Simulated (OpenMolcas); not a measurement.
V3+: the spin-orbit constant, Racah parameters, worked from levels

```yaml
Program: OpenMolcas 26.06
Basis: ANO-RCC-VQZP [7s6p4d3f2g1h]
Scalar_Hamiltonian: DKH2, point nucleus
Active_space: 2 electrons in 5 orbitals (3d)
State_averaging: 2S+1 = 3 even, 10 roots; 2S+1 = 1 even, 15 roots
Spin-orbit_coupling: RASSI with atomic mean-field integrals over the reference wave functions, term energies averaged over their components
```

Methods: CASSCF; SS-CASPT2, IPEA 0.25 Eh, imaginary shift 0.1 Eh (closed shells correlated: 3s 3p). Measured levels: Sugar and Corliss, J. Phys. Chem. Ref. Data 7, 1191 (1978).

**The spin-orbit constant.** For the Hund term 3F of d2, E(J) = (A/2) J(J+1) + constant and ζ = 2S·A = 2A. From J = 2 to J = 4 the energy changes by 7 A.

```csv
Source,E(4) - E(2),A,ζ
CASSCF,735.9,105.1,210
SS-CASPT2,738.0,105.4,211
measured,734.7,105.0,210
```

All in cm-1. SS-CASPT2 is off by +0.4 % and CASSCF by +0.2 %. Both methods take the spin-orbit matrix elements from the reference wave functions, so the second can move ζ only through the term energies and any multistate remixing. Second-order mixing with other terms is absorbed into this ζ.

**Racah parameters.** Above 3F, d2 has 3P at 15B, 1G at 12B + 2C and 1D at 5B + 2C. The first two fix B and C, and the third tests them; where it misses by thousands of cm-1, two parameters do not describe the configuration (Trees and configuration-interaction terms are left out) and B and C hang on the terms chosen. Term energies are centres of gravity, weighted by 2J + 1.

```csv
Source,3P,1G,B,C,C/B,"1D from B, C",1D found
CASSCF,16339,21068,1089,3998,3.67,13441,13559
SS-CASPT2,13486,18191,899,3701,4.12,11897,10071
```

Energies in cm-1. From CASSCF to SS-CASPT2, B changes by -17.4 % and C by -7.4 %.

CASPT2 breaks the degeneracy within a term, and the mean is taken; among the terms shown or strongly mixed into the levels shown the widest spread is 910 cm-1 (3d2 1G, SS-CASPT2). Without dynamic correlation excited terms often stand tens of per cent too high (terms of higher spin than the ground term too low), and those without a measured partner can miss by more than the paired ones (holds for CASSCF). Computed and measured levels are paired by configuration, term and J; levels that our copy of the source lacks, or whose pairing is in doubt (as where it misses far off the trend of its configuration), stay unpaired and out of the deviations. Only configurations of the active space appear.
